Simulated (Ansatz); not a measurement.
CH6BNO can be A, `BOCN`, or B, `NCBO`.

Computed with Ansatz on PBE0-D4/def2-TZVP structures; ΔE is electronic, products minus reactants. CBS: MP2 limit from def2 TZ/QZ plus the TZ coupled-cluster correction, frozen cores. This one scheme is used for every species. Functionals use def2-TZVPP. B3LYP here is the variant with VWN-RPA as its local correlation; programs differ in this. Each species was taken in one conformer, which may not be the lowest.

A:

Z-matrix (Å, degrees):
```
C
O 1 1.440
N 1 1.414 2 113.7
H 1 1.094 2 108.5 3 -122.5
H 1 1.092 2 106.0 3 120.1
B 2 1.339 1 121.9 3 118.5
H 3 1.011 1 112.2 2 -63.4
H 3 1.011 1 112.0 2 59.4
H 6 1.205 2 120.2 1 0.1
H 6 1.197 2 117.4 1 -179.6
```

B:

Z-matrix (Å, degrees):
```
C
B 1 1.581
N 1 1.470 2 109.5
H 1 1.098 2 113.0 3 -128.3
H 1 1.098 2 106.3 3 117.2
O 2 1.344 1 117.0 3 -10.3
H 2 1.199 1 124.0 3 171.3
H 3 1.012 1 110.6 2 -88.7
H 3 1.011 1 112.1 2 152.2
H 6 0.977 2 106.4 1 -0.2
```

Q: Which isomer does CCSD(T)/CBS put lower? Give the gap. (An estimate is asked.)

A: Computed: B, by 66.1 kJ/mol.

Q: Give E(B) − E(A) in kJ/mol with B3LYP, PBE0-D4, HF/def2-TZVPP, CCSD/def2-TZVPP, CCSD(T)/def2-TZVPP, B3LYP-D4, ωB97M-V. (Estimate.)

A: Computed: B3LYP -58.1, PBE0-D4 -67.3, HF/def2-TZVPP -47.2, CCSD/def2-TZVPP -62.7, CCSD(T)/def2-TZVPP -63.4, B3LYP-D4 -59.3, ωB97M-V -65.5. None reverses the order clearly.

Largest T1 diagnostic: 0.013.

In def2-TZVPP, CCSD(T) changes the Hartree–Fock value by −16.1 kJ/mol (the triples alone add −0.7 kJ/mol) and MP2 by −19.8 kJ/mol.
